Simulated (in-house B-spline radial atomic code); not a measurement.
Configurations of Ca, with energies counted from [Ar] 4s2. Level of theory: scalar-relativistic (X2C) LDA PW92, spin-polarised, spherical fractional occupations, Fermi nucleus of rms radius 3.4776 fm; calculated with an all-electron radial atomic-structure program (B-spline basis). Shells without spins written out take the highest spin.

Occupations are held fixed; configurations that lie above the ionisation limit could autoionise.

```csv
configuration,E - E(ref) (eV),highest orbital,its <r> (bohr)
[Ar] 3d1 4s1,1.7984,3d up,3.187
[Ar] 4s1 5s1,3.9066,5s up,9.438
"[Ar] 4s(0 up, 1 down) 5s(1 up, 0 down)",3.9871,5s up,9.736
[Ar] 4s1 5p1,4.493,5p up,11.8
[Ne] 3s2 3p5 4s2 4p1,29.342,4p up,4.386
[Ne] 3s1 3p6 4s2 5d1,52.486,5d up,17.1
"[He] 2s2 2p(3 up, 2 down) 3s2 3p6 4s2 4f(1 up, 0 down)",355.82,4f up,16.48
```

Q: Order these further configurations by energy, lowest first.
A. [Ne] 3s2 3p(2 up, 3 down) 4s2 5s(1 up, 0 down)
B. [Ne] 3s(0 up, 1 down) 3p6 4s2 5f(1 up, 0 down)
C. [Ar] 4s1 4f1
D. [Ne] 3s1 3p6 4s2 4f1
E. [Ar] 4s1 4p1

A: E (1.9946 eV), C (5.2877 eV), A (31.874 eV), D (52.662 eV), B (52.951 eV).

Q: How far above the reference does [Ne] 3s2 3p5 4s2 5p1 lie?

A: 32.499 eV; its least bound orbital is 5p up with <r> = 11 bohr.

Q: How far above the reference does [He] 2s2 2p5 3s2 3p6 4s2 4d1 lie?

A: 354.84 eV; its least bound orbital is 4d up with <r> = 8.214 bohr.
